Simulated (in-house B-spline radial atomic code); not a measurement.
The numbers below are computed, except where a source is named.
**Sn in an electron gas of r_s = 2.07: phase shifts, screening, friction and resistivity**

A nucleus sits in a uniform electron gas with a rigid positive background. The Kohn-Sham equations are solved self-consistently in the spin-unpolarised LDA (PW92), non-relativistic, on B-splines with outgoing waves at the boundary and partial waves to l = 8. The model has no lattice, no bands and no magnetic solution. Atomic units; δ_l are the phase shifts at the Fermi level, counted so that each bound state adds π, and good to about 0.0005.

The density parameter is r_s = 2.07 bohr, near that of the valence electrons of Al (3 per atom, density 2.7 g/cm³, mass 26.98 u, which gives r_s = 2.07).

```json
{"l": "0", "δ_l (rad)": "13.0612"}
{"l": "1", "δ_l (rad)": "10.4478"}
{"l": "2", "δ_l (rad)": "6.6062"}
{"l": "3", "δ_l (rad)": "0.1266"}
{"l": "4", "δ_l (rad)": "0.0192"}
{"l": "5", "δ_l (rad)": "0.0034"}
{"l": "6", "δ_l (rad)": "0.0007"}
{"l": "7", "δ_l (rad)": "0.0002"}
{"l": "8", "δ_l (rad)": "0.0001"}
```

Bound levels below the band bottom (hartree): d -17.23, s -4.159, p -2.826, d -0.627, s -0.08249 and deeper ones.

Problem. Check the Friedel sum rule, and say where the screening charge sits.

Solution. k_F = (9π/4)^(1/3)/r_s = 0.92713. The rule is Z = (2/π) Σ (2l + 1) δ_l. The terms are s 8.315, p 19.954, d 21.028, f 0.564 and 0.143 beyond, in all 50.004 against Z = 50. Bound states hold 10 s, 18 p, 20 d electrons, so the scattering states carry 2.00 in all; where a term is smaller than its bound count, the bound level has drawn weight out of the band.

Problem. Find the transport cross section and the electronic stopping of a 1 keV Sn ion (mass 118.71 u).

Solution. σ_tr = (4π/k_F²) Σ (l + 1) sin²(δ_l − δ_(l+1)). The terms for l = 0 to 3 are 0.2540, 0.8300, 0.1143, 0.0460, all together 1.2455, so σ_tr = 14.619 × 1.2455 = 18.209 bohr². With n = 3/(4π r_s³) = 0.02692, the friction coefficient is Q = n k_F σ_tr = 0.4544. For v well below v_F = 0.927, dE/dx = Q v; with 24801 eV per u at v = 1, v = √(1000/(24801 × 118.71)) = 0.0184, so dE/dx = 0.00837 hartree/bohr = 4.31 eV/nm. The largest term couples the p and d waves.

Problem. What residual resistivity would 1 atomic per cent of such centres give in Al?

Solution. Δρ = k_F n_i σ_tr/n in atomic units of 21.74 μΩ·cm. With one host atom per 3 electrons, n_i/n = 0.01/3, so Δρ = 0.9271 × 0.00333 × 18.209 × 21.74 = 1.22 μΩ·cm. This is an atom added to the gas, as on an interstitial site.

Problem. On a substitutional site the background of one host ion, a sphere holding 3 charges, is taken out. The phase shifts for l = 0 to 4 become 12.7094, 9.8633, 6.2733, 0.0207, 0.0017. What follows?

Solution. The Friedel sum is now 47.00, for Z − 3 = 47. The sum in σ_tr is 0.4650, so σ_tr = 6.80 bohr² and Δρ = 0.46 μΩ·cm per atomic per cent, 0.37 times the value above. A real host ion scatters too, so this model doesn't give zero even for the host's own atom.
